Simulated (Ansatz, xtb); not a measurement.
**Relative energy of two structures of AlBrH2OZn**

We compare I, a singlet given by its coordinates, with II, `[OH][Al]([ZnH])[Br]`, a singlet. Both are isolated molecules in the gas phase, relaxed with PBE0-D3(BJ)/pcseg-1; the shapes shown needn't be the lowest conformers.

I (Å):

```xyz
6

Al    0.6692    0.0263   -0.6744
Br    2.5908   -0.3688   -1.8578
O    -0.6420   -1.0550   -0.8673
Zn    1.7606   -0.9893    1.7478
H    -0.5959   -1.8885   -1.3435
H     0.3825    1.4562   -0.0803
```

Close contacts (Å): Al1–Br2 2.29, Al1–O3 1.71, Al1–Zn4 2.84, Al1–H6 1.57, O3–H5 0.96.

II (Å):

```yaml
atoms:
  - { symbol: Al, position_ang: [-0.1804, 0.0326, -0.7085] }
  - { symbol: Br, position_ang: [-2.2287, 1.0063, -0.3502] }
  - { symbol: O, position_ang: [0.8322, 0.8060, -1.8499] }
  - { symbol: Zn, position_ang: [0.5999, -2.0147, 0.4431] }
  - { symbol: H, position_ang: [0.6192, 1.6021, -2.3464] }
  - { symbol: H, position_ang: [1.0980, -3.3102, 1.1694] }
```

**Question.** Which of the two would you expect CCSD(T)/def2-SVP + ΔMP2/def2-TZVPP electronic energies to favour?

**Answer.** Structure I; the calculation gives E(II) − E(I) = +4.1 kcal/mol.

Level by level:

```
                             level             geometry  E(II) − E(I) (kcal/mol)  departure from the last row (kcal/mol)  job, with rough time for the two
               PBE0-D3(BJ)/pcseg-1  PBE0-D3(BJ)/pcseg-1                      −0.3                                    −4.4               optimisation, 6 min
                       HF/def2-SVP  PBE0-D3(BJ)/pcseg-1                      −0.4                                    −4.5           part of the CCSD(T) run
                      MP2/def2-SVP  PBE0-D3(BJ)/pcseg-1                      −1.1                                    −5.2           part of the CCSD(T) run
                  CCSD(T)/def2-SVP  PBE0-D3(BJ)/pcseg-1                      +2.1                                    −1.9                      single point
CCSD(T)/def2-SVP + ΔMP2/def2-TZVPP  PBE0-D3(BJ)/pcseg-1                      +4.1                                                     single point, 2.4 min
```

MP2/def2-SVP puts the two in the other order. PBE0-D3(BJ)/pcseg-1, HF/def2-SVP find them nearly level. The largest departure from CCSD(T)/def2-SVP + ΔMP2/def2-TZVPP is that of MP2/def2-SVP, 5.2 kcal/mol. Levels run at GFN2-xTB geometries aren't shown. The last row adds to CCSD(T) the change of the MP2 difference between the two basis sets, here +1.9 kcal/mol.

With harmonic frequencies from PBE0-D3(BJ)/pcseg-1 (ideal gas, rigid rotor, one conformer each, 200 K, 1 atm): on the last row, ΔE + ΔZPE = +3.8 kcal/mol. A mode under 50 cm⁻¹ makes harmonic enthalpies and free energies unreliable, so none is given.

The correlated steps freeze 20 core orbitals; the filled d shell of Br is correlated; the last core shell of Zn is correlated, in a basis made for valence electrons. Programs: Ansatz 0.2.0; the last row on 1 thread of Intel(R) Xeon(R) Processor @ 2.50GHz (Skylake/Cascade Lake) on a shared host.
